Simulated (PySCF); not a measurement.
**Spinor energies of Tc¹⁶⁺ (technetium, charge +16)**

Start: [Ar] 3d9; 3d3/2 filled at m_j = -1/2, +1/2, +3/2; 3d5/2 filled at m_j = -5/2, -3/2, -1/2, +1/2, +3/2, +5/2. Calculated with PySCF 2.14 in an even-tempered Gaussian basis (17 s from 1.5 bohr⁻², ratio 2.8; 13 p from 1.9 bohr⁻², ratio 2.8; 8 d from 1.9 bohr⁻², ratio 2.8; 4 f from 9.9 bohr⁻², ratio 3): generalised Hartree-Fock with the X2C-1e Hamiltonian and a Gaussian nucleus; one run each with spin-orbit coupling (SO) screened by Boettger's factors, then bare. This is a chosen level, not necessarily the ground level.

| spinor shell | electrons | ε, screened SO (eV) | ε, bare SO (eV) | weight of nominal j (bare SO) | rms radius, bare SO (bohr) |
| --- | --- | --- | --- | --- | --- |
| 1s1/2 | 2 | -21578.6 | -21578.6 | 1.000 | 0.0394 |
| 2s1/2 | 2 | -3505.6 | -3505.6 | 1.000 | 0.162 |
| 2p1/2 | 2 | -3256.3 | -3260.6 | 1.000 | 0.141 |
| 3s1/2 | 2 | -952.27 | -952.29 | 1.000 | 0.435 |
| 3p1/2 | 2 | -852.88 | -853.65 | 0.992 | 0.430 |
| 3p3/2 | 4 | -834.62 | -834.31 | 0.996 | 0.439 |
| 3d3/2 | 3 | -667.92 | -668.65 | 0.955 | 0.412 |
| 3d5/2 | 6 | -663.92 | -663.47 | 0.977 | 0.416 |

Q: Where does 2p3/2 lie, and what is the 2p spin-orbit splitting (bare SO)?

A: At -3136.4 eV, 124.23 eV above 2p1/2.

```json
{"quantity": "E (hartree)", "screened SO": "-4180.54920", "bare SO": "-4180.58104"}
{"quantity": "M_J", "screened SO": "3/2", "bare SO": "3/2"}
{"quantity": "⟨J²⟩", "screened SO": "3.750", "bare SO": "3.750"}
{"quantity": "⟨L²⟩", "screened SO": "6.007", "bare SO": "6.007"}
{"quantity": "⟨S²⟩", "screened SO": "0.756", "bare SO": "0.757"}
```

Each row is a mean over spinors that exchange with the open shell spreads, by up to 11.911 eV (3p1/2).

Breit and QED terms are absent; they matter most for the inner s and p1/2 levels.

Densities and radii are taken from the X2C orbitals without a picture-change correction, which distorts them close to the nucleus.
